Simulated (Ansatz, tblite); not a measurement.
Cost and result up the ladder for HgSe2⁻ (the lowest doublet isomer of a short search) (3 atoms). Charge -1, multiplicity 2. Geometry: r2SCAN-D4/def2-TZVPD.

```
atom   x (Å)   y (Å)   z (Å)
 Hg1  -1.777   0.379   1.008
 Se2   0.318  -0.246  -1.488
 Se3   1.459  -0.133   0.480
```

Ansatz on 4 threads of Arm Neoverse V1 on a shared host; xTB runs through tblite on one thread. Times are rough, summed over both states, and most runs start from the orbitals of an earlier one. PBE0-D4/def2-TZVPD serves as the yardstick here, not as an exact answer. The other state is a triplet.

In the def2 sets Hg takes a core potential; there is no spin–orbit coupling. The xTB rows come from tblite. The structure comes from a short search, and lower isomers may exist.

Raw xTB energies of ions are shifted by several eV, and xTB has no spin-polarisation term.

```tsv
level	functions	vertical IE (eV)	difference from PBE0-D4/def2-TZVPD (eV)	remarks
GFN1-xTB	22	6.48	3.99	–
GFN2-xTB	22	7.71	5.22	–
r2SCAN-D4/def2-TZVPD (with forces)	160	2.43	-0.06	HOMO above zero (-1 doublet)
PBE-D4/def2-TZVPD	160	2.36	-0.13	HOMO above zero (-1 doublet)
PBE0-D4/def2-TZVPD	160	2.49	0.00	–
```

Task: Estimate how long each takes.

Result: GFN1-xTB 0.004 s; GFN2-xTB 0.006 s; PBE-D4/def2-TZVPD 7.4 s; PBE0-D4/def2-TZVPD 17 s; r2SCAN-D4/def2-TZVPD (with forces) 21 s. On shared hardware such times vary by a factor of up to 3.
